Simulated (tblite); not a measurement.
Compound: C₇H₆Cl₂OS.
Atom-mapped SMILES: `[CH3:1][CH2:2][c:3]1[s:4][c:5]([C:6](=[O:7])[Cl:8])[cH:9][c:10]1[Cl:11]` (hydrogens: H12, H13, H14 on C1; H15, H16 on C2; H17 on C9)

Cartesian coordinates in Å at the GFN2-xTB level; atoms count from 1:
```xyz
17
C7H6Cl2OS angstrom
C     -2.5747    0.9191    0.0789
C     -1.8666   -0.3313   -0.4218
C     -0.4065   -0.3274   -0.1332
S      0.3744    0.9673    0.6813
C      1.9096    0.1724    0.5778
C      3.1139    0.7498    1.1029
O      4.2155    0.2989    1.0800
Cl     2.8127    2.3356    1.8591
C      1.8095   -1.0453   -0.0614
C      0.4960   -1.3166   -0.4592
Cl     0.0277   -2.7499   -1.2860
H     -3.6345    0.8703   -0.1564
H     -2.1560    1.8070   -0.3889
H     -2.4634    1.0145    1.1565
H     -2.0055   -0.4342   -1.5029
H     -2.3074   -1.2220    0.0376
H      2.6482   -1.6963   -0.2259
```

Method: GFN2-xTB as coded in tblite; computed harmonic values from a numerical Hessian at the method's own geometry, unscaled. Against measured fundamentals such values can be off by several per cent, at times by over 20. One conformer, not necessarily the lowest.

Harmonic wavenumbers (cm⁻¹): 28.5, 47.7, 92.7, 95.0, 142.6, 166.0, 215.2, 228.1, 279.5, 301.5, 378.5, 407.1, 429.2, 452.4, 480.2, 555.1, 605.6, 621.7, 690.3, 801.6, 802.3, 828.2, 869.0, 991.9, 1071.2, 1089.1, 1113.1, 1180.1, 1186.3, 1221.3, 1302.0, 1357.1, 1416.2, 1423.0, 1453.9, 1492.6, 1493.0, 1508.3, 1790.1, 2933.9, 2956.9, 3041.9, 3045.1, 3052.9, 3149.1.

A = 1161, B = 468.7, C = 335.3 MHz; mass 207.952 u (most abundant isotopes); point group Cs, symmetry number 1.

Zero-point energy?

½Σν̃ = 24394 cm⁻¹ = 69.74 kcal/mol.

Entropy at 200 K, 1 bar (ideal gas, RRHO, classical rotation)?

Translation 39.94, rotation 30.65, vibration 25.56: S = 96.2 cal/(mol K).

And Cp and H(200 K) − H(0)?

Cp = 33.12 cal/(mol K), of which vibrations give 25.17 (their classical limit is 45 R = 89.4); H(200 K) − H(0) = 4.25 kcal/mol without the zero-point energy, 2.66 from vibrations.

What must be added to the electronic energy to get the Gibbs energy at 200 K and 1 bar?

ZPE + [H(200 K) − H(0)] − T·S = 69.74 + 4.25 − 19.23 = 54.76 kcal/mol.

Which modes carry the vibrational entropy at 200 K?

28.5 cm⁻¹: 5.14; 47.7 cm⁻¹: 4.12; 92.7 cm⁻¹: 2.83; 95.0 cm⁻¹: 2.78; 142.6 cm⁻¹: 2.02; 166.0 cm⁻¹: 1.75 cal/(mol K); the other 39 give 6.92 together.

Blend soft modes into free rotors: weight 1/[1 + (100 cm⁻¹/ν̃)⁴] for the oscillator and the rest for a rotor with moment μB/(μ + B), μ = h/(8π²ν), B = 10⁻⁴⁴ kg m². What vibrational entropy results?

23.03 cal/(mol K) in place of 25.56, which changes −T·S at 200 K by +0.51 kcal/mol.

How do the functions run with temperature in this model?

| T (K) | S (cal/(mol K)) | Cp (cal/(mol K)) | H − H(0) (kcal/mol) | G − H(0) (kcal/mol) | ln q(vib) |
| --- | --- | --- | --- | --- | --- |
| 50 | 64.9 | 15.1 | 0.56 | -2.68 | 1.04 |
| 100 | 77.5 | 21.8 | 1.49 | -6.26 | 2.75 |
| 298.15 | 111.2 | 42.7 | 7.98 | -25.18 | 9.37 |
| 373.15 | 121.5 | 49.3 | 11.44 | -33.91 | 11.71 |
| 500 | 137.3 | 58.6 | 18.31 | -50.35 | 15.48 |
| 750 | 163.6 | 71.0 | 34.64 | -88.08 | 22.29 |
| 1000 | 185.2 | 78.5 | 53.40 | -131.76 | 28.34 |

q(vib) and H(0) count from the zero-point level.

Hindered rotation and anharmonicity are outside this model. Other conformers, if any are populated, would add a mixing term that is left out.

Time: 1.9 s of wall time. Hardware: one thread, Intel Xeon Platinum 8259CL at 2.50 GHz (x86_64), on a shared host. The figure is for the frequency step alone.
